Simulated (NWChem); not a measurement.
Correlation energy of aminoborane (H₄BN)

SMILES: BN
```xyz
6

B      0.0000     0.0000     0.7762
N      0.0000     0.0000    -0.6112
H     -1.0575     0.0000     1.3645
H      1.0575     0.0000     1.3645
H      0.8464     0.0000    -1.1658
H     -0.8464     0.0000    -1.1658
```
Charge 0, spin multiplicity 1.

Program: NWChem. Structure: optimised with PBE0/def2-SVP, a minimum by its harmonic frequencies. It is one conformer; others weren't searched.

Basis set: 3-21G. Each correlation energy counts from its own Hartree-Fock reference.

The correlated methods keep 2 core orbitals frozen. Coupled-cluster values serve here as a point of comparison, not as the truth.

```json
[
 {"method": "CCSD(T)", "correlation energy (mHa)": "?"},
 {"method": "CCSD+T(CCSD)", "correlation energy (mHa)": "-192.2"},
 {"method": "CR-CCSD(T)", "correlation energy (mHa)": "-190.9"},
 {"method": "MP2", "correlation energy (mHa)": "?"},
 {"method": "CCSD", "correlation energy (mHa)": "-187.2"},
 {"method": "CR-CCSD[T]", "correlation energy (mHa)": "?"},
 {"method": "SCS-MP2", "correlation energy (mHa)": "-169.1"},
 {"method": "CCSDT", "correlation energy (mHa)": "-192.1"}
]
```

Problem. What belongs in the gaps?

Solution. 
- CCSD(T), correlation energy (mHa): -191.7
- MP2, correlation energy (mHa): -165.1
- CR-CCSD[T], correlation energy (mHa): -191.4
